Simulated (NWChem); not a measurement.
C₃H₆OSi; SMILES C[Si@H]1C=CO1

```xyz
11

C      0.0113    -2.0016    -0.5097
Si     0.0683    -0.4053     0.4666
C      1.0950     1.0320    -0.0753
C     -0.0973     1.6073    -0.3375
O     -1.1449     0.7413    -0.0401
H      0.8617    -2.6459    -0.2541
H      0.0443    -1.8014    -1.5855
H     -0.9058    -2.5611    -0.2899
H     -0.0429    -0.6840     1.9237
H      2.0833     1.4483    -0.2000
H     -0.3817     2.5864    -0.7226
```
Atoms are numbered in this order, from 1.

All runs: NWChem. Pople sets run with spherical d functions. Geometry: optimised at B3LYP/6-31G* (spherical d). Level: B3LYP/6-31G* with SMD (1 M gas to 1 M solution), gas-phase geometry. Reactions with the solvent are ignored.

### Question
What does the run give for solvent toluene? Quantities: solvation free energy (kcal/mol); cavity-dispersion-structure term (kcal/mol); dipole in solution (D).

### Answer
The solvation free energy (kcal/mol) comes out as -2.2 and the cavity-dispersion-structure term (kcal/mol) is -0.3. The dipole in solution (D) comes out as 1.67.
